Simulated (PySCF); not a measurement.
**Pb²⁺: ionisation energy**

Pb²⁺ [Xe] 4f14 5d10 6s2 (1S) → Pb³⁺ [Xe] 4f14 5d10 6s1 (2S), as a difference of total energies. All numbers are calculated (PySCF 2.14, the spin-free X2C one-electron Hamiltonian (Gaussian nucleus), in x2c-TZVPPall (11s7p6d3f, 83 functions)). Correlated levels: valence: [Xe] 4f14 5d10 frozen. The calculations carry no spin-orbit coupling.

```tsv
method	ionisation energy (eV)
UHF	29.828
MP2 (valence)	30.377
SCS-MP2 (valence)	30.487
CCSD (valence)	30.563
```

Q: How much does correlation contribute at MP2 (valence)?

A: 30.377 − (29.828) = 0.549 eV, measured against UHF.

Errors of the correlated levels include the incompleteness of this basis and the frozen core.

With two correlated electrons CCSD is exact in that space.

For comparison: 31.937 eV (measured; NIST Atomic Spectra Database, ionization energies).
